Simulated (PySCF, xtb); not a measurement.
trifluoro(fluorosilyloxy)silane (F4H2OSi2), SMILES F[Si](O[SiH2]F)(F)F.

GFN2-xTB (xtb) at its own geometry gives an orbital gap of 6.45 eV and a dipole moment of 3.01 D.

Geometry optimised at PBE0-D3(BJ)/def2-SVP. One conformer was computed; it need not be the lowest.

Question: What does PBE/def2-TZVP (PySCF) give? (Estimate from the structure and the level; the computed values follow.)

Answer: gap 7.36 eV (levels -8.38 and -1.01 eV), dipole 2.02 D.
